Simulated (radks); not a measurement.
These are the eigenvalues of the occupied orbitals of an atom or ion with whole-number occupations (eV). Method: scalar-relativistic Kohn-Sham, r2SCAN, spin-polarised, spherical densities, finite nucleus; meta-GGA in the generalised Kohn-Sham scheme; Fermi nuclear charge, rms radius of each element as measured or else 0.836 A^(1/3) + 0.57 fm; computed with a radial shooting solver on a logarithmic mesh with Libxc functionals.

1s: -38837.09
2s: -6221.159
2p: -5575.018
3s: -1356.257
3p: -1148.714
3d: -850.8402
4s: -295.3122
4p: -227.4071
4d: -128.8191
5s: -62.6122
5p: -45.2628

Which element is it, and in what charge state? The configuration may be excited. Open shells, if any, are filled with parallel spins first.

Answer. Z = 57, lanthanum, charge +3: La3+ in [Xe]. The list shows which subshells hold electrons but not how many an open one holds; the 1s level, -1427.2 hartree, gives Z - s = 53.4 by -(Z - s)^2/2, which with screening and relativity narrows Z to a few neighbours, and the depths of the outer levels then fix element, charge and occupations together.
